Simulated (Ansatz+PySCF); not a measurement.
The numbers below are computed, except where a source is named.
Input for PySCF 2.14.0:

```python
from pyscf import gto, scf, cc

mol = gto.M(atom="""
Be 0.000000 0.000000 0.000000
B 0.941870 1.255820 2.718930
""", basis='sto-3g', charge=0, spin=1)
mf = scf.UHF(mol)
mf.kernel()
mycc = cc.CCSD(mf, frozen=1).run()
et = mycc.ccsd_t()
print(mf.e_tot, mycc.e_corr, et, mycc.e_tot + et)
```

The script is written out from the run's settings.

Results

* Converged: yes
* Reference energy: -38.50935 hartree
* CCSD correlation energy: -0.08748 hartree
* Triples correction: -0.00007 hartree
* Total energy: -38.59690 hartree
* Spin squared of the determinant: 0.967

Caution: large amplitudes, a single reference is doubtful; the unrestricted determinant is spin contaminated.
